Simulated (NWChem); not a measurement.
System: C₅H₈O; SMILES CC(=O)C1CC1

Here is an NWChem input.

```
start job
memory heap 200 mb stack 900 mb global 1100 mb
geometry units angstroms
  C      0.714701    -2.044002     0.000000
  C     -0.121406    -0.790709     0.000000
  O     -1.332102    -0.823885     0.000000
  C      0.619233     0.506060     0.000000
  C     -0.020232     1.659865     0.740872
  C     -0.020232     1.659865    -0.740872
  H      1.371636    -2.061513    -0.884605
  H      0.065417    -2.928068     0.000000
  H      1.371636    -2.061513     0.884605
  H      1.710868     0.446366     0.000000
  H     -0.964527     1.428491     1.241137
  H      0.645643     2.343241     1.273576
  H     -0.964527     1.428491    -1.241137
  H      0.645643     2.343241    -1.273576
end
basis spherical
  * library def2-svp
end
dft
  xc xpbe96 cpbe96
  iterations 150
end
driver
  maxiter 120
end
task dft optimize
task dft freq
```

The level has its own optimisation; frequencies are unscaled. Brackets give each atom's bonded neighbours.

Problem. Predict the main results of this run. (PBE/def2-SVP.) Quantities: r C–C [C(CCO)–C(CHHH)] (Å); r C–O (Å); r C–C [C(CCCH)–C(CCO)] (Å); r C–C [C(CCCH)–C(CCHH)] (Å); highest harmonic frequency (cm⁻¹); lowest (cm⁻¹); zero-point energy (kcal/mol); dipole (D).

Solution. 
- r C–C [C(CCO)–C(CHHH)] (Å) = 1.517
- r C–O (Å) = 1.225
- r C–C [C(CCCH)–C(CCO)] (Å) = 1.502
- r C–C [C(CCCH)–C(CCHH)] (Å) = 1.526
- highest harmonic frequency (cm⁻¹) = 3172
- lowest (cm⁻¹) = 66
- zero-point energy (kcal/mol) = 72.3
- dipole (D) = 2.64
